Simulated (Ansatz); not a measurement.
Ansatz (a quantum-chemistry and plane-wave program) input (B3LYP-D3(BJ)/def2-TZVP):

Ansatz 0.2 input:
```yaml
crystal:
  periodic: [false, false, false]
  atoms:
    - {symbol: C, position_ang: [1.30797626, -0.11530799, -0.13642293]}
    - {symbol: C, position_ang: [0.12161185, -0.00590488, -0.01561909]}
    - {symbol: O, position_ang: [-1.16888275, 0.18455828, 0.07224284]}
    - {symbol: H, position_ang: [2.35837514, -0.21907017, -0.23917863]}
    - {symbol: H, position_ang: [-1.58484181, -0.53011876, 0.57348801]}
basis:
  gaussian:
    orbitals: def2-TZVP
hamiltonian:
  xc: b3lyp
  dispersion: d3bj
phonons: {temperatures: {t_min: 298.15, t_max: 298.15, t_step: 100}}
```

Output:

```
Functional definition: B3LYP
integrals: 0.02 GiB planned
599 factors; their error is unknown
mean field: 0.25 GiB planned
mean field evaluation 1: about -4146.7130 eV, gradient 5.4e1 eV
mean field evaluation 2: about -4144.9903 eV, gradient 5.9e1 eV
mean field evaluation 4: about -4152.6482 eV, gradient 4.8e0 eV
mean field evaluation 8: about -4152.6963 eV, gradient 2.2e-1 eV
mean field evaluation 16: about -4152.7021 eV, gradient 4.4e-5 eV
mean field -4152.70205376 eV, -152.6089856732 hartree, gradient 4.4e-5 eV, S^2 0.000000; 0 other end points of the search recorded, 0 dependent functions left out
the calculation of the forces begins
reference -4152.70225581 eV, -152.6089930983 hartree; 11, 11 occupied and 94, 94 virtual orbitals, 599 factors
these checks for a lower state are left out or cut short: stability, starts, cluster_reference, orbital_swaps, neighbouring_geometries, increment
integrals: 0.02 GiB planned
599 factors; their error is unknown
mean field: 0.25 GiB planned
mean field -4152.70204439 eV, -152.6089853286 hartree, gradient 2.7e-6 eV, S^2 0.000000; 0 other end points of the search recorded, 0 dependent functions left out
the calculation of the forces begins
reference -4152.70224644 eV, -152.6089927541 hartree; 11, 11 occupied and 94, 94 virtual orbitals, 599 factors
these checks for a lower state are left out or cut short: stability, starts, cluster_reference, orbital_swaps, neighbouring_geometries, increment
integrals: 0.02 GiB planned
599 factors; their error is unknown
mean field: 0.25 GiB planned
mean field evaluation 32: about -4152.7020 eV, gradient 2.4e-6 eV
mean field -4152.70203822 eV, -152.6089851021 hartree, gradient 2.7e-6 eV, S^2 0.000000; 0 other end points of the search recorded, 0 dependent functions left out
the calculation of the forces begins
reference -4152.70224026 eV, -152.6089925268 hartree; 11, 11 occupied and 94, 94 virtual orbitals, 599 factors
these checks for a lower state are left out or cut short: stability, starts, cluster_reference, orbital_swaps, neighbouring_geometries, increment
integrals: 0.02 GiB planned
599 factors; their error is unknown
mean field: 0.25 GiB planned
mean field -4152.70183634 eV, -152.6089776832 hartree, gradient 2.7e-6 eV, S^2 0.000000; 0 other end points of the search recorded, 0 dependent functions left out
the calculation of the forces begins
reference -4152.70203835 eV, -152.6089851069 hartree; 11, 11 occupied and 94, 94 virtual orbitals, 599 factors
these checks for a lower state are left out or cut short: stability, starts, cluster_reference, orbital_swaps, neighbouring_geometries, increment
integrals: 0.02 GiB planned
599 factors; their error is unknown
mean field: 0.25 GiB planned
mean field -4152.70179735 eV, -152.6089762501 hartree, gradient 2.7e-6 eV, S^2 0.000000; 0 other end points of the search recorded, 0 dependent functions left out
the calculation of the forces begins
reference -4152.70199943 eV, -152.6089836766 hartree; 11, 11 occupied and 94, 94 virtual orbitals, 599 factors
these checks for a lower state are left out or cut short: stability, starts, cluster_reference, orbital_swaps, neighbouring_geometries, increment
integrals: 0.02 GiB planned
599 factors; their error is unknown
mean field: 0.25 GiB planned
mean field -4152.70202646 eV, -152.6089846697 hartree, gradient 2.7e-6 eV, S^2 0.000000; 0 other end points of the search recorded, 0 dependent functions left out
the calculation of the forces begins
reference -4152.70222852 eV, -152.6089920955 hartree; 11, 11 occupied and 94, 94 virtual orbitals, 599 factors
these checks for a lower state are left out or cut short: stability, starts, cluster_reference, orbital_swaps, neighbouring_geometries, increment
integrals: 0.02 GiB planned
599 factors; their error is unknown
mean field: 0.25 GiB planned
mean field evaluation 64: about -4152.7020 eV, gradient 2.7e-6 eV
mean field -4152.70202625 eV, -152.6089846621 hartree, gradient 2.7e-6 eV, S^2 0.000000; 0 other end points of the search recorded, 0 dependent functions left out
the calculation of the forces begins
reference -4152.70222827 eV, -152.6089920864 hartree; 11, 11 occupied and 94, 94 virtual orbitals, 599 factors
these checks for a lower state are left out or cut short: stability, starts, cluster_reference, orbital_swaps, neighbouring_geometries, increment
integrals: 0.02 GiB planned
599 factors; their error is unknown
mean field: 0.25 GiB planned
mean field -4152.70179989 eV, -152.6089763436 hartree, gradient 2.7e-6 eV, S^2 0.000000; 0 other end points of the search recorded, 0 dependent functions left out
the calculation of the forces begins
reference -4152.70200195 eV, -152.6089837690 hartree; 11, 11 occupied and 94, 94 virtual orbitals, 599 factors
these checks for a lower state are left out or cut short: stability, starts, cluster_reference, orbital_swaps, neighbouring_geometries, increment
integrals: 0.02 GiB planned
599 factors; their error is unknown
mean field: 0.25 GiB planned
mean field -4152.70181012 eV, -152.6089767196 hartree, gradient 2.7e-6 eV, S^2 0.000000; 0 other end points of the search recorded, 0 dependent functions left out
the calculation of the forces begins
reference -4152.70201216 eV, -152.6089841443 hartree; 11, 11 occupied and 94, 94 virtual orbitals, 599 factors
these checks for a lower state are left out or cut short: stability, starts, cluster_reference, orbital_swaps, neighbouring_geometries, increment
integrals: 0.02 GiB planned
599 factors; their error is unknown
mean field: 0.25 GiB planned
mean field -4152.70190832 eV, -152.6089803283 hartree, gradient 2.7e-6 eV, S^2 0.000000; 0 other end points of the search recorded, 0 dependent functions left out
the calculation of the forces begins
reference -4152.70211044 eV, -152.6089877560 hartree; 11, 11 occupied and 94, 94 virtual orbitals, 599 factors
these checks for a lower state are left out or cut short: stability, starts, cluster_reference, orbital_swaps, neighbouring_geometries, increment
integrals: 0.02 GiB planned
599 factors; their error is unknown
mean field: 0.25 GiB planned
mean field -4152.70191174 eV, -152.6089804541 hartree, gradient 2.7e-6 eV, S^2 0.000000; 0 other end points of the search recorded, 0 dependent functions left out
the calculation of the forces begins
reference -4152.70211372 eV, -152.6089878765 hartree; 11, 11 occupied and 94, 94 virtual orbitals, 599 factors
these checks for a lower state are left out or cut short: stability, starts, cluster_reference, orbital_swaps, neighbouring_geometries, increment
integrals: 0.02 GiB planned
599 factors; their error is unknown
mean field: 0.25 GiB planned
mean field evaluation 96: about -4152.6971 eV, gradient 2.2e-4 eV
mean field -4152.70194935 eV, -152.6089818361 hartree, gradient 2.6e-6 eV, S^2 0.000000; 0 other end points of the search recorded, 0 dependent functions left out
the calculation of the forces begins
reference -4152.70215142 eV, -152.6089892619 hartree; 11, 11 occupied and 94, 94 virtual orbitals, 599 factors
these checks for a lower state are left out or cut short: stability, starts, cluster_reference, orbital_swaps, neighbouring_geometries, increment
integrals: 0.02 GiB planned
599 factors; their error is unknown
mean field: 0.25 GiB planned
mean field -4152.70197544 eV, -152.6089827948 hartree, gradient 2.7e-6 eV, S^2 0.000000; 0 other end points of the search recorded, 0 dependent functions left out
the calculation of the forces begins
reference -4152.70217746 eV, -152.6089902191 hartree; 11, 11 occupied and 94, 94 virtual orbitals, 599 factors
these checks for a lower state are left out or cut short: stability, starts, cluster_reference, orbital_swaps, neighbouring_geometries, increment
integrals: 0.02 GiB planned
599 factors; their error is unknown
mean field: 0.25 GiB planned
mean field -4152.70204931 eV, -152.6089855095 hartree, gradient 2.7e-6 eV, S^2 0.000000; 0 other end points of the search recorded, 0 dependent functions left out
the calculation of the forces begins
reference -4152.70225134 eV, -152.6089929342 hartree; 11, 11 occupied and 94, 94 virtual orbitals, 599 factors
these checks for a lower state are left out or cut short: stability, starts, cluster_reference, orbital_swaps, neighbouring_geometries, increment
integrals: 0.02 GiB planned
599 factors; their error is unknown
mean field: 0.25 GiB planned
mean field -4152.70204984 eV, -152.6089855291 hartree, gradient 2.7e-6 eV, S^2 0.000000; 0 other end points of the search recorded, 0 dependent functions left out
the calculation of the forces begins
reference -4152.70225190 eV, -152.6089929547 hartree; 11, 11 occupied and 94, 94 virtual orbitals, 599 factors
these checks for a lower state are left out or cut short: stability, starts, cluster_reference, orbital_swaps, neighbouring_geometries, increment
integrals: 0.02 GiB planned
599 factors; their error is unknown
mean field: 0.25 GiB planned
mean field evaluation 128: about -4152.7020 eV, gradient 1.4e-4 eV
mean field -4152.70199799 eV, -152.6089836235 hartree, gradient 2.7e-6 eV, S^2 0.000000; 0 other end points of the search recorded, 0 dependent functions left out
the calculation of the forces begins
reference -4152.70220009 eV, -152.6089910506 hartree; 11, 11 occupied and 94, 94 virtual orbitals, 599 factors
these checks for a lower state are left out or cut short: stability, starts, cluster_reference, orbital_swaps, neighbouring_geometries, increment
integrals: 0.02 GiB planned
599 factors; their error is unknown
mean field: 0.25 GiB planned
mean field -4152.70198041 eV, -152.6089829775 hartree, gradient 2.7e-6 eV, S^2 0.000000; 0 other end points of the search recorded, 0 dependent functions left out
the calculation of the forces begins
reference -4152.70218240 eV, -152.6089904006 hartree; 11, 11 occupied and 94, 94 virtual orbitals, 599 factors
these checks for a lower state are left out or cut short: stability, starts, cluster_reference, orbital_swaps, neighbouring_geometries, increment
integrals: 0.02 GiB planned
599 factors; their error is unknown
mean field: 0.25 GiB planned
mean field -4152.70192804 eV, -152.6089810528 hartree, gradient 2.7e-6 eV, S^2 0.000000; 0 other end points of the search recorded, 0 dependent functions left out
the calculation of the forces begins
reference -4152.70212999 eV, -152.6089884745 hartree; 11, 11 occupied and 94, 94 virtual orbitals, 599 factors
these checks for a lower state are left out or cut short: stability, starts, cluster_reference, orbital_swaps, neighbouring_geometries, increment
integrals: 0.02 GiB planned
599 factors; their error is unknown
mean field: 0.25 GiB planned
mean field -4152.70193045 eV, -152.6089811416 hartree, gradient 2.7e-6 eV, S^2 0.000000; 0 other end points of the search recorded, 0 dependent functions left out
the calculation of the forces begins
reference -4152.70213259 eV, -152.6089885700 hartree; 11, 11 occupied and 94, 94 virtual orbitals, 599 factors
these checks for a lower state are left out or cut short: stability, starts, cluster_reference, orbital_swaps, neighbouring_geometries, increment
integrals: 0.02 GiB planned
599 factors; their error is unknown
mean field: 0.25 GiB planned
mean field evaluation 160: about -4152.7020 eV, gradient 2.4e-6 eV
mean field -4152.70202143 eV, -152.6089844851 hartree, gradient 2.7e-6 eV, S^2 0.000000; 0 other end points of the search recorded, 0 dependent functions left out
the calculation of the forces begins
reference -4152.70222343 eV, -152.6089919085 hartree; 11, 11 occupied and 94, 94 virtual orbitals, 599 factors
these checks for a lower state are left out or cut short: stability, starts, cluster_reference, orbital_swaps, neighbouring_geometries, increment
integrals: 0.02 GiB planned
599 factors; their error is unknown
mean field: 0.25 GiB planned
mean field -4152.70204167 eV, -152.6089852288 hartree, gradient 2.7e-6 eV, S^2 0.000000; 0 other end points of the search recorded, 0 dependent functions left out
the calculation of the forces begins
reference -4152.70224376 eV, -152.6089926556 hartree; 11, 11 occupied and 94, 94 virtual orbitals, 599 factors
Total energy: -4152.79585788 eV, -152.6124329110 hartree
Atom 0 at     1.307976    -0.115308    -0.136423 Å, force     0.001704     0.000072    -0.000313 eV/Å
Atom 1 at     0.121612    -0.005905    -0.015619 Å, force    -0.001114    -0.000049     0.000206 eV/Å
Atom 2 at    -1.168883     0.184558     0.072243 Å, force    -0.000780    -0.000815     0.000620 eV/Å
Atom 3 at     2.358375    -0.219070    -0.239179 Å, force     0.000035    -0.000053     0.000027 eV/Å
Atom 4 at    -1.584842    -0.530119     0.573488 Å, force     0.000155     0.000845    -0.000539 eV/Å
Dipole moment:    -0.165829    -0.264147     0.187172 e Å
Vibrations: 396.79 439.32 540.04 640.84 1085.24 1248.08 2280.03 3488.15 3747.52 cm⁻¹, zero-point energy 0.859583 eV
```
